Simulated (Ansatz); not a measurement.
# Nudged elastic band run: Cl₃F₂H₃OW

input.yaml

```yaml
crystal:
  periodic: [false, false, false]
  atoms:
    - { symbol: W, position_ang: [-0.113216, 0.049483, -0.221427] }
    - { symbol: O, position_ang: [0.202236, 0.050081, 1.608391] }
    - { symbol: H, position_ang: [0.120372, -0.729485, 2.154223] }
    - { symbol: Cl, position_ang: [1.961042, -0.387406, -1.046252] }
    - { symbol: Cl, position_ang: [0.157103, 2.284262, -0.706516] }
    - { symbol: F, position_ang: [-1.898152, 0.369932, -0.512577] }
    - { symbol: Cl, position_ang: [-0.700617, -2.219586, 0.470986] }
    - { symbol: H, position_ang: [-0.405832, -1.036233, -1.410359] }
    - { symbol: F, position_ang: [1.57699, 2.236733, 2.80329] }
    - { symbol: H, position_ang: [1.067974, 1.535818, 2.543643] }
basis:
  gaussian: { orbitals: def2-SVP }
hamiltonian:
  xc: hf
neb:
  order_check: false
  images: 5
  f_tol: 0.05
  max_iterations: 60
  final_atoms:
    - { symbol: W, position_ang: [0.11259434, 0.43294076, -0.00942527] }
    - { symbol: O, position_ang: [0.48085828, -0.21064712, 2.14952659] }
    - { symbol: H, position_ang: [-0.08859185, -0.84552228, 2.56895821] }
    - { symbol: Cl, position_ang: [2.2802466, -0.4063403, -0.2703405] }
    - { symbol: Cl, position_ang: [-0.46988975, 1.93920641, -1.65068786] }
    - { symbol: F, position_ang: [-1.50934279, 0.86635435, 0.81031078] }
    - { symbol: Cl, position_ang: [-0.79950495, -1.7443113, 0.02193518] }
    - { symbol: H, position_ang: [0.24339509, -0.23785885, -1.48195752] }
    - { symbol: F, position_ang: [1.02401932, 1.86496595, 0.79443361] }
    - { symbol: H, position_ang: [0.69411572, 0.49481138, 2.75064878] }
  initial_path:
    images:
      - { positions_ang: [[-0.113216, 0.049483, -0.221427], [0.202236, 0.050081, 1.608391], [0.120372, -0.729485, 2.154223], [1.961042, -0.387406, -1.046252], [0.157103, 2.284262, -0.706516], [-1.898152, 0.369932, -0.512577], [-0.700617, -2.219586, 0.470986], [-0.405832, -1.036233, -1.410359], [1.57699, 2.236733, 2.80329], [1.067974, 1.535818, 2.543643]] }
      - { positions_ang: [[-0.08999008, 0.03114208, -0.14122022], [0.16139357, 0.05697369, 1.84046104], [-0.19519031, -0.53279295, 2.33556694], [2.08676098, -0.31201335, -0.73218492], [0.14064586, 2.31552606, -0.4938577], [-1.89448211, 0.28494537, -0.30352084], [-0.53201402, -2.2761019, 0.34963326], [-0.315924, -0.71177106, -1.50602516], [1.54936735, 1.95547633, 2.05847453], [1.05733275, 1.34221473, 2.27607506]] }
      - { positions_ang: [[-0.06676416, 0.01280116, -0.06101344], [0.12055114, 0.06386638, 2.07253108], [-0.51075262, -0.3361009, 2.51691087], [2.21247997, -0.23662071, -0.41811783], [0.12418872, 2.34679013, -0.2811994], [-1.89081223, 0.19995874, -0.09446467], [-0.36341104, -2.3326178, 0.22828052], [-0.226016, -0.38730912, -1.60169131], [1.52174469, 1.67421966, 1.31365906], [1.04669151, 1.14861145, 2.00850712]] }
      - { positions_ang: [[-0.04353824, -0.00553976, 0.01919334], [0.07970871, 0.07075907, 2.30460111], [-0.82631493, -0.13940885, 2.69825481], [2.33819895, -0.16122806, -0.10405075], [0.10773158, 2.37805419, -0.0685411], [-1.88714234, 0.11497211, 0.11459149], [-0.19480805, -2.3891337, 0.10692778], [-0.136108, -0.06284717, -1.69735747], [1.49412204, 1.39296298, 0.56884359], [1.03605026, 0.95500818, 1.74093919]] }
      - { positions_ang: [[0.00850596, 0.14062042, 0.00965381], [0.21342523, -0.02304299, 2.25290961], [-0.58040724, -0.37477999, 2.65515594], [2.3188815, -0.24293214, -0.15948066], [-0.08480886, 2.2317716, -0.59592335], [-1.76120915, 0.36543286, 0.34649792], [-0.39637369, -2.1741929, 0.07859691], [-0.00960697, -0.1211844, -1.62555749], [1.33742113, 1.55029731, 0.64404026], [0.92207208, 0.80160925, 2.07750905]] }
      - { positions_ang: [[0.06055015, 0.28678059, 0.00011427], [0.34714176, -0.11684506, 2.2012181], [-0.33449954, -0.61015114, 2.61205708], [2.29956405, -0.32463622, -0.21491058], [-0.2773493, 2.08548901, -1.12330561], [-1.63527597, 0.6158936, 0.57840435], [-0.59793932, -1.9592521, 0.05026605], [0.11689406, -0.17952162, -1.5537575], [1.18072022, 1.70763163, 0.71923694], [0.8080939, 0.64821031, 2.41407892]] }
      - { positions_ang: [[0.11259434, 0.43294076, -0.00942527], [0.48085828, -0.21064712, 2.14952659], [-0.08859185, -0.84552228, 2.56895821], [2.2802466, -0.4063403, -0.2703405], [-0.46988975, 1.93920641, -1.65068786], [-1.50934279, 0.86635435, 0.81031078], [-0.79950495, -1.7443113, 0.02193518], [0.24339509, -0.23785885, -1.48195752], [1.02401932, 1.86496595, 0.79443361], [0.69411572, 0.49481138, 2.75064878]] }
```

Launched with:

```bash
$ ansatz run input.yaml --threads 4 --pin off --max-ram 5120MiB --backend cpu --events-out ev --progress --plain --runs-dir out
```

Output, in part (warnings, iteration lines, the closing report on the highest movable image, with atoms numbered from 0):

```
NEB end point (image 0): max|allowed force component| = 2.190e-2 eV/Å (the criterion of neb.relax_end_points is 1.000e-2)
NEB end point (image 6): max|allowed force component| = 6.783e-3 eV/Å (the criterion of neb.relax_end_points is 1.000e-2)
NEB iter   1: max|band force component| = 7.658e0 eV/Å  barrier→ = 12.3445 eV  barrier← = 13.1320 eV  Δτ_max = 0.2000 Å  (885 SCF iters)
NEB iter   2: max|band force component| = 7.006e0 eV/Å  barrier→ = 7.1162 eV  barrier← = 7.9037 eV  Δτ_max = 0.1976 Å  (275 SCF iters)
NEB iter   3: max|band force component| = 4.123e0 eV/Å  barrier→ = 4.1040 eV  barrier← = 4.8915 eV  Δτ_max = 0.1992 Å  (246 SCF iters)
NEB iter   4: max|band force component| = 2.103e0 eV/Å  barrier→ = 2.2834 eV  barrier← = 3.0709 eV  Δτ_max = 0.1988 Å  (243 SCF iters)
NEB iter   5: max|band force component| = 2.532e0 eV/Å  barrier→ = 1.9053 eV  barrier← = 2.6928 eV  Δτ_max = 0.1012 Å  (249 SCF iters)
NEB iter   6: max|band force component| = 1.208e0 eV/Å  barrier→ = 1.5914 eV  barrier← = 2.3789 eV  Δτ_max = 0.1961 Å  (242 SCF iters)
NEB iter   7: max|band force component| = 1.081e0 eV/Å  barrier→ = 1.2006 eV  barrier← = 1.9881 eV  Δτ_max = 0.1910 Å  (238 SCF iters)
NEB iter   8: max|band force component| = 1.834e0 eV/Å  barrier→ = 1.4592 eV  barrier← = 2.2468 eV  Δτ_max = 0.1003 Å  (244 SCF iters)
NEB iter   9: max|band force component| = 7.517e-1 eV/Å  barrier→ = 1.0455 eV  barrier← = 1.8330 eV  Δτ_max = 0.1907 Å  (242 SCF iters)
NEB iter  10: max|band force component| = 6.457e-1 eV/Å  barrier→ = 0.9062 eV  barrier← = 1.6937 eV  Δτ_max = 0.1966 Å  (237 SCF iters)
NEB iter  11: max|band force component| = 6.602e-1 eV/Å  barrier→ = 0.9668 eV  barrier← = 1.7543 eV  Δτ_max = 0.0855 Å  (241 SCF iters)
NEB iter  12: max|band force component| = 6.269e-1 eV/Å  barrier→ = 0.9871 eV  barrier← = 1.7746 eV  Δτ_max = 0.1007 Å  (239 SCF iters)
NEB iter  13: max|band force component| = 7.465e-1 eV/Å  barrier→ = 0.9156 eV  barrier← = 1.7031 eV  Δτ_max = 0.0513 Å  (240 SCF iters)
NEB iter  14: max|band force component| = 5.644e-1 eV/Å  barrier→ = 0.8395 eV  barrier← = 1.6270 eV  Δτ_max = 0.0505 Å  (238 SCF iters)
NEB iter  15: max|band force component| = 7.820e-1 eV/Å  barrier→ = 0.7468 eV  barrier← = 1.5343 eV  CI = image 3  Δτ_max = 0.0500 Å  (235 SCF iters)
NEB iter  16: max|band force component| = 5.779e-1 eV/Å  barrier→ = 0.8252 eV  barrier← = 1.6127 eV  CI = image 3  Δτ_max = 0.0998 Å  (242 SCF iters)
NEB iter  17: max|band force component| = 6.495e-1 eV/Å  barrier→ = 0.8895 eV  barrier← = 1.6770 eV  CI = image 3  Δτ_max = 0.0499 Å  (242 SCF iters)
NEB iter  18: max|band force component| = 4.505e-1 eV/Å  barrier→ = 0.8522 eV  barrier← = 1.6397 eV  CI = image 3  Δτ_max = 0.1019 Å  (236 SCF iters)
NEB iter  19: max|band force component| = 3.650e-1 eV/Å  barrier→ = 0.8033 eV  barrier← = 1.5908 eV  CI = image 3  Δτ_max = 0.0999 Å  (238 SCF iters)
NEB iter  20: max|band force component| = 4.006e-1 eV/Å  barrier→ = 0.7485 eV  barrier← = 1.5360 eV  CI = image 3  Δτ_max = 0.0500 Å  (237 SCF iters)
NEB iter  21: max|band force component| = 3.601e-1 eV/Å  barrier→ = 0.7181 eV  barrier← = 1.5056 eV  CI = image 3  Δτ_max = 0.0502 Å  (238 SCF iters)
NEB iter  22: max|band force component| = 3.463e-1 eV/Å  barrier→ = 0.6877 eV  barrier← = 1.4752 eV  CI = image 3  Δτ_max = 0.1008 Å  (235 SCF iters)
NEB iter  23: max|band force component| = 2.882e-1 eV/Å  barrier→ = 0.6271 eV  barrier← = 1.4147 eV  CI = image 3  Δτ_max = 0.2000 Å  (239 SCF iters)
NEB iter  24: max|band force component| = 2.444e-1 eV/Å  barrier→ = 0.5282 eV  barrier← = 1.3157 eV  CI = image 3  Δτ_max = 0.2000 Å  (239 SCF iters)
NEB iter  25: max|band force component| = 1.857e-1 eV/Å  barrier→ = 0.5028 eV  barrier← = 1.2903 eV  CI = image 3  Δτ_max = 0.1900 Å  (240 SCF iters)
NEB iter  26: max|band force component| = 3.189e-1 eV/Å  barrier→ = 0.4935 eV  barrier← = 1.2810 eV  CI = image 3  Δτ_max = 0.1005 Å  (238 SCF iters)
NEB iter  27: max|band force component| = 1.775e-1 eV/Å  barrier→ = 0.5039 eV  barrier← = 1.2914 eV  CI = image 3  Δτ_max = 0.1007 Å  (240 SCF iters)
NEB iter  28: max|band force component| = 9.605e-2 eV/Å  barrier→ = 0.4896 eV  barrier← = 1.2771 eV  CI = image 3  Δτ_max = 0.0324 Å  (244 SCF iters)
NEB iter  29: max|band force component| = 7.648e-2 eV/Å  barrier→ = 0.4885 eV  barrier← = 1.2760 eV  CI = image 3  Δτ_max = 0.0398 Å  (246 SCF iters)
NEB iter  30: max|band force component| = 4.586e-2 eV/Å  barrier→ = 0.4863 eV  barrier← = 1.2738 eV  CI = image 3  Δτ_max = 0.0439 Å  (247 SCF iters)
NEB iter  31: max|band force component| = 7.989e-2 eV/Å  barrier→ = 0.4839 eV  barrier← = 1.2714 eV  CI = image 3  Δτ_max = 0.0220 Å  (51 SCF iters)
NEB iter  32: max|band force component| = 1.054e-1 eV/Å  barrier→ = 0.4822 eV  barrier← = 1.2698 eV  CI = image 3  Δτ_max = 0.0221 Å  (242 SCF iters)
NEB iter  33: max|band force component| = 1.144e-1 eV/Å  barrier→ = 0.4804 eV  barrier← = 1.2679 eV  CI = image 3  Δτ_max = 0.0220 Å  (245 SCF iters)
NEB iter  34: max|band force component| = 1.161e-1 eV/Å  barrier→ = 0.4782 eV  barrier← = 1.2658 eV  CI = image 3  Δτ_max = 0.0440 Å  (246 SCF iters)
NEB iter  35: max|band force component| = 1.187e-1 eV/Å  barrier→ = 0.4734 eV  barrier← = 1.2609 eV  CI = image 3  Δτ_max = 0.0877 Å  (246 SCF iters)
NEB iter  36: max|band force component| = 1.306e-1 eV/Å  barrier→ = 0.4665 eV  barrier← = 1.2540 eV  CI = image 3  Δτ_max = 0.0440 Å  (240 SCF iters)
NEB iter  37: max|band force component| = 9.909e-2 eV/Å  barrier→ = 0.4615 eV  barrier← = 1.2490 eV  CI = image 3  Δτ_max = 0.0440 Å  (244 SCF iters)
NEB iter  38: max|band force component| = 9.622e-2 eV/Å  barrier→ = 0.4574 eV  barrier← = 1.2449 eV  CI = image 3  Δτ_max = 0.0440 Å  (244 SCF iters)
NEB iter  39: max|band force component| = 1.248e-1 eV/Å  barrier→ = 0.4544 eV  barrier← = 1.2419 eV  CI = image 3  Δτ_max = 0.0440 Å  (244 SCF iters)
NEB iter  40: max|band force component| = 7.196e-2 eV/Å  barrier→ = 0.4518 eV  barrier← = 1.2393 eV  CI = image 3  Δτ_max = 0.0442 Å  (246 SCF iters)
NEB iter  41: max|band force component| = 1.043e-1 eV/Å  barrier→ = 0.4498 eV  barrier← = 1.2374 eV  CI = image 3  Δτ_max = 0.0221 Å  (246 SCF iters)
NEB iter  42: max|band force component| = 4.710e-2 eV/Å  barrier→ = 0.4487 eV  barrier← = 1.2362 eV  CI = image 3  Δτ_max = 0.0000 Å  (591 SCF iters)
Total energy: -46798.18790968 eV, -1719.8016847298 hartree
Atom 0 at    -0.027971     0.263422     0.095955 Å, force    -0.021312     0.006006     0.005795 eV/Å
Atom 1 at     0.232537    -0.220714     2.059043 Å, force    -0.023525    -0.011004    -0.038134 eV/Å
Atom 2 at     0.574918    -1.012666     2.450478 Å, force     0.025620     0.012473     0.016876 eV/Å
Atom 3 at     2.235082    -0.319506    -0.057208 Å, force    -0.005675    -0.001444     0.010113 eV/Å
Atom 4 at     0.107617     1.963624    -1.468879 Å, force    -0.001063     0.004701    -0.000385 eV/Å
Atom 5 at    -1.693780     0.954933     0.500902 Å, force     0.012191    -0.001985    -0.008265 eV/Å
Atom 6 at    -1.054521    -1.805154    -0.071622 Å, force     0.002823    -0.008111     0.000877 eV/Å
Atom 7 at     0.214188    -0.382085    -1.375250 Å, force    -0.005261    -0.001705    -0.004979 eV/Å
Atom 8 at     0.735058     1.780425     1.423275 Å, force     0.020075     0.000988     0.008271 eV/Å
Atom 9 at     0.644772     0.931320     2.126708 Å, force    -0.003873     0.000081     0.009830 eV/Å
Dipole moment:     0.152764    -0.474319     0.327680 e Å
```

The forces met the threshold. The band force fell under the threshold earlier too, but the program's further tests of the path sent the band on. Beside the main top the profile has a ripple of under 15 meV (maxima at images 1, 3), which may be a very shallow well or noise. A structure lower than the last end lies on the path between it and the top, so the climb from that side starts below the end, which may itself be a saddle point or a shallow side well. A vibrational analysis at the climbing image gives one clearly imaginary mode, 1328i cm⁻¹: a first-order saddle point. The orbitals stay closed-shell, which can raise the energy where a bond breaks towards radicals; this wasn't checked here.

Final band (atoms are numbered from 1 in the order of the input):

```json
{"image": "0", "path coordinate (Å)": "0.00", "energy (eV)": "0.00", "F9–H10 (Å)": "0.90", "W1–F9 (Å)": "4.10", "O2–H10 (Å)": "1.96"}
{"image": "1", "path coordinate (Å)": "1.41", "energy (eV)": "0.06", "F9–H10 (Å)": "0.90", "W1–F9 (Å)": "3.47", "O2–H10 (Å)": "2.05"}
{"image": "2", "path coordinate (Å)": "2.82", "energy (eV)": "0.04", "F9–H10 (Å)": "0.91", "W1–F9 (Å)": "2.74", "O2–H10 (Å)": "2.50"}
{"image": "3", "path coordinate (Å)": "4.24", "energy (eV)": "0.45", "F9–H10 (Å)": "1.11", "W1–F9 (Å)": "2.16", "O2–H10 (Å)": "1.23"}
{"image": "4", "path coordinate (Å)": "4.90", "energy (eV)": "-0.60", "F9–H10 (Å)": "1.84", "W1–F9 (Å)": "1.93", "O2–H10 (Å)": "0.96"}
{"image": "5", "path coordinate (Å)": "5.56", "energy (eV)": "-0.80", "F9–H10 (Å)": "2.35", "W1–F9 (Å)": "1.88", "O2–H10 (Å)": "0.95"}
{"image": "6", "path coordinate (Å)": "6.23", "energy (eV)": "-0.79", "F9–H10 (Å)": "2.41", "W1–F9 (Å)": "1.88", "O2–H10 (Å)": "0.95"}
```

The run took 6.7 min on 4 threads of Arm Neoverse V2, with other jobs on the host, peak memory 0.5 GiB.
